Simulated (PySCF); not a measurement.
**Electron correlation in K (potassium, neutral)**

[Ar] 3d1, 2D determinant (an excited configuration). Computed with PySCF 2.14 in aug-cc-pwCVTZ-X2C (9s8p6d3f, 84 functions), with the spin-free X2C one-electron Hamiltonian (Gaussian nucleus). Frozen: [Ne]; 9 electrons correlated.

MP2 pair energies summed by pair of shells (mhartree):

```csv
pair,energy,share (%)
3p-3p,-150.58,76.9
3s-3p,-34.94,17.8
3s-3s,-8.06,4.1
3p-3d,-2.16,1.1
3s-3d,-0.13,0.1
```

Total MP2 correlation energy: -195.87 mhartree.

Same-spin part -51.91 and opposite-spin part -143.96 mhartree; SCS-MP2 scales them by 1/3 and 6/5 to -190.06 mhartree.
